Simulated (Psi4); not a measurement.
FK, charge -1, doublet, at the geometry of the source list (a state made from the parent by changing its charge; the spin is typed, not shown lowest) (a gas-phase anion, which may not be bound at this level), atoms displaced at random by about 0.03 Å a coordinate; Psi4 1.11 with HF/def2-SVP, gradient.

The Psi4 input:
```
memory 2 GB

molecule {
-1 2
K    -0.52458789   -0.42389153   -0.73385778
F     0.51769659    0.46537734    0.74939953
symmetry c1
no_reorient
no_com
}

set {
  basis def2-svp
  reference uhf
}

gradient('scf')
print_variables()
```

Output, abridged:

```
gradient() will perform analytic gradient computation.

   => Loading Basis Set <=

    Name: DEF2-SVP
    Role: ORBITAL
    Keyword: BASIS

         ---------------------------------------------------------
                                   SCF
               by Justin Turney, Rob Parrish, Andy Simmonett
                          and Daniel G. A. Smith
                              UHF Reference
         ---------------------------------------------------------

  ==> Geometry <==

    Molecular point group: c1
    Full point group: C1

    Geometry (in Angstrom), charge = -1, multiplicity = 2:

       Center              X                  Y                   Z               Mass
    ------------   -----------------  -----------------  -----------------  -----------------
         K           -0.524587890000    -0.423891530000    -0.733857780000    38.963706486400
         F            0.517696590000     0.465377340000     0.749399530000    18.998403162730

  Running in c1 symmetry.

  Rotational constants: A =    985.78541  B =      0.28784  C =      0.28775 [cm^-1]
  Rotational constants: A = 29553103.13123  B =   8629.18898  C =   8626.67008 [MHz]
  Nuclear repulsion =   44.814214950574645

  Charge       = -1
  Multiplicity = 2
  Electrons    = 29
  Nalpha       = 15
  Nbeta        = 14

  ==> Algorithm <==

  SCF Algorithm Type is DF.
  DIIS enabled.
  MOM disabled.
  Fractional occupation disabled.
  Guess Type is SAD.
  Energy threshold   = 1.00e-08
  Density threshold  = 1.00e-08
  Integral threshold = 1.00e-12

  ==> Primary Basis <==

  Basis Set: DEF2-SVP
    Blend: DEF2-SVP
    Number of shells: 16
    Number of basis functions: 38
    Number of Cartesian functions: 41
    Spherical Harmonics?: true
    Max angular momentum: 2

   => Loading Basis Set <=

    Name: (DEF2-SVP AUX)
    Role: JKFIT
    Keyword: DF_BASIS_SCF

  ==> Integral Setup <==

  SCF_SUBTYPE=INCORE selected. In-core MEM_DF algorithm will be used.
  Using in-core AOs.

  ==> MemDFJK: Density-Fitted J/K Matrices <==

    J tasked:                   Yes
    K tasked:                   Yes
    wK tasked:                   No
    Algorithm:                 Core
    Schwarz Cutoff:           1E-12
    Mask sparsity (%):       0.6925
    Fitting Condition:        1E-10

   => Auxiliary Basis Set <=

  Basis Set: (DEF2-SVP AUX)
    Blend: DEF2-UNIVERSAL-JKFIT
    Number of shells: 69
    Number of basis functions: 237
    Number of Cartesian functions: 296
[...]
  @DF-UHF Final Energy:  -698.45323706859040
    Total Energy =                       -698.4532370685903970
[...]
 Dipole Y            :          7.4822366           -7.3048176            0.1774190
 Dipole Z            :         13.9501979          -13.6035753            0.3466226
 Magnitude           :                                                    0.4684376

 ------------------------------------------------------------------------------------

         ------------------------------------------------------------
                                   SCF GRAD
                          Rob Parrish, Justin Turney,
                       Andy Simmonett, and Alex Sokolov
         ------------------------------------------------------------

  ==> Geometry <==

    Molecular point group: c1
    Full point group: C1

    Geometry (in Angstrom), charge = -1, multiplicity = 2:

       Center              X                  Y                   Z               Mass
    ------------   -----------------  -----------------  -----------------  -----------------
         K           -0.524587890000    -0.423891530000    -0.733857780000    38.963706486400
         F            0.517696590000     0.465377340000     0.749399530000    18.998403162730

  Nuclear repulsion =   44.814214950574645

  ==> Basis Set <==

  Basis Set: DEF2-SVP
    Blend: DEF2-SVP
    Number of shells: 16
    Number of basis functions: 38
    Number of Cartesian functions: 41
    Spherical Harmonics?: true
    Max angular momentum: 2

  ==> DFJKGrad: Density-Fitted SCF Gradients <==

    Gradient:                    1
    J tasked:                  Yes
    K tasked:                  Yes
    wK tasked:                  No
    Integrals threads:           1
    Schwarz Cutoff:          1E-12
    Fitting Condition:       1E-10

   => Auxiliary Basis Set <=

  Basis Set: (DEF2-SVP AUX)
    Blend: DEF2-UNIVERSAL-JKFIT
    Number of shells: 69
    Number of basis functions: 237
    Number of Cartesian functions: 296
    Spherical Harmonics?: true
    Max angular momentum: 4

  -Total Gradient:
     Atom            X                  Y                   Z
    ------   -----------------  -----------------  -----------------
       1        0.029967969563     0.025568434683     0.042646908207
       2       -0.029967969560    -0.025568434689    -0.042646908213

  Variable Map:
  ----------------------------------------------------------------------------
[...]
  Array Variable Map:
  ----------------------------------------------------------------------------
[...]
[...]
```
